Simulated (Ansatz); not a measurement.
Two structures, one formula

The two ends of one reaction step of SiH3BrClF, singlet (PBE0-D4/def2-TZVP).

A:

```tsv
atom	x (Å)	y (Å)	z (Å)
Si1	-0.4486	0.9274	-0.0212
F2	1.6311	-1.9922	0.4542
H3	-1.0296	2.1473	-0.6130
H4	0.9793	1.0551	0.3172
Cl5	-1.5055	0.4198	1.6396
H6	1.0080	-1.8765	-0.2233
Br7	-0.6347	-0.6808	-1.5537
```

B:

```
7
angstrom
Si -0.2301 0.5372 0.7305
F 0.0229 -1.0392 0.6922
H -1.3802 0.8416 -0.1389
H 1.0203 1.2150 0.3451
Cl -0.6962 1.0519 2.6445
H 0.5855 -1.7367 -1.5746
Br 0.6777 -0.8697 -2.6989
```

Program: Ansatz 0.2.0. Basis: def2-TZVPP. Cores are frozen in the correlated methods. Filled d shells of the heavier atoms are correlated. The def2 sets are not built for correlating such inner shells, so the correlated values are less sure here. B3LYP uses VWN-RPA correlation.

Problem. Which structure is lower at CCSD(T), and by how much? (An estimate is asked for; the value comes from the calculation.)

Solution. By the calculation: B, by 11.31 kcal/mol (electronic energy, against the other). By their contacts, A is a complex of SiH₂BrCl ([Cl][SiH2][Br]) + HF and B is a complex of SiH₂ClF ([F][SiH2][Cl]) + HBr.

All methods give the same order:

```json
{"method": "SPW92", "E(B) − E(A) (kcal/mol)": "-8.18"}
{"method": "PBE-D4", "E(B) − E(A) (kcal/mol)": "-7.69"}
{"method": "BLYP-D4", "E(B) − E(A) (kcal/mol)": "-10.86"}
{"method": "r2SCAN-D4", "E(B) − E(A) (kcal/mol)": "-10.50"}
{"method": "B97M-V", "E(B) − E(A) (kcal/mol)": "-12.57"}
{"method": "PBE0-D4", "E(B) − E(A) (kcal/mol)": "-8.05"}
{"method": "B3LYP-D4", "E(B) − E(A) (kcal/mol)": "-11.07"}
{"method": "r2SCAN0-D4", "E(B) − E(A) (kcal/mol)": "-10.10"}
{"method": "BHLYP-D4", "E(B) − E(A) (kcal/mol)": "-11.88"}
{"method": "CAM-B3LYP-D4", "E(B) − E(A) (kcal/mol)": "-12.72"}
{"method": "wB97X-V", "E(B) − E(A) (kcal/mol)": "-11.03"}
{"method": "wB97M-V", "E(B) − E(A) (kcal/mol)": "-10.68"}
{"method": "B2PLYP", "E(B) − E(A) (kcal/mol)": "-11.67"}
{"method": "PBE-QIDH", "E(B) − E(A) (kcal/mol)": "-9.14"}
{"method": "RPA on PBE", "E(B) − E(A) (kcal/mol)": "-12.51"}
{"method": "HF", "E(B) − E(A) (kcal/mol)": "-14.73"}
{"method": "MP2", "E(B) − E(A) (kcal/mol)": "-9.85"}
{"method": "CCSD", "E(B) − E(A) (kcal/mol)": "-11.98"}
{"method": "CCSD(T)", "E(B) − E(A) (kcal/mol)": "-11.31"}
```

T1 diagnostic: at most 0.009.

Labels in which every atom is bracketed show which atoms are joined, not bond orders.

For scale, one of the runs: CCSD(T)/def2-TZVPP, 205 basis functions (an equivalent command: `ansatz run in.yaml --threads 4`). Hardware: 4 CPU threads, shared host. Wall time 67 s; peak host memory 2.6 GiB.
